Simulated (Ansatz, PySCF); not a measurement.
Ways to break one bond of FB(Br)Br:

A. FB(Br)Br [dibromo(fluoro)borane] -> Br[B]Br + F atom
B. FB(Br)Br -> F[B]Br + Br atom

Quantity: bond dissociation energy (enthalpy at 298 K, with B3LYP-D3(BJ) rigid-rotor harmonic-oscillator terms), kcal/mol. Geometries: B3LYP-D3(BJ)/def2-TZVP minima from Ansatz (a program for electronic structure). Frequencies are from Ansatz or PySCF. Cores are frozen in the correlated levels unless marked. Open shells are spin-unrestricted. Spin-orbit coupling is left out. The frozen core is the preceding noble-gas configuration, with the filled d and f shells of earlier blocks. No relativistic terms. CBS(X,Y): correlation extrapolated as X^-3; Hartree-Fock from the larger set.

```csv
,BLYP-D4/def2-TZVPD (Ansatz + dftd4),B2GP-PLYP/def2-TZVPD (Ansatz),MP2/6-31G (Ansatz),"CCSD(T)/CBS(cc-pVTZ,cc-pVQZ) (Ansatz)"
A,161.0,161.5,140.5,…
B,99.4,101.3,85.5,…
```

What belongs in the gaps?


- A, CCSD(T)/CBS(cc-pVTZ,cc-pVQZ) (Ansatz): 164.1
- B, CCSD(T)/CBS(cc-pVTZ,cc-pVQZ) (Ansatz): 104.2
